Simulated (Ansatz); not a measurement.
Cl₃OTa (SMILES [O]=[Ta]([Cl])([Cl])[Cl]), singlet, geometry from GFN2-xTB (such geometries of metal compounds can be far from the true shape) (core potentials on Ta). Base run: B3LYP/def2-SV(P) in Ansatz (a first-principles code).

Geometry (Å):
```xyz
5

Ta     0.1567     0.0885    -0.1500
O      1.2887     0.7281    -1.2343
Cl     1.0869    -0.9159     1.5903
Cl    -1.1707    -1.4272    -1.0686
Cl    -1.1954     1.6204     0.7034
```
Charge 0, spin multiplicity 1.
All else is at Ansatz's defaults.

The base run was repeated with changes; each row names its change, and settings that it needs were set with it.

| change | E (Eh) |
|---|---|
| base | -1512.63845 |
| functional = r2scan | -1512.50155 |
| functional = hf | -1509.44251 |
| functional = b3lyp5 | -1512.36441 |
| functional = lc_wpbe | -1512.14638 |
| functional = BHLYP | -1512.40300 |
| functional = pbe; dispersion = d3bjatm | -1511.99332 |
| functional = B97M-V | -1512.20800 |
| functional = pbe0 | -1512.03338 |
| functional = pbe | -1511.98650 |
| functional = blyp; dispersion = d4 | -1512.57357 |
| functional = revpbe | -1512.37312 |
| functional = hse06 | -1512.00688 |

Total energies compare only within one method and basis.
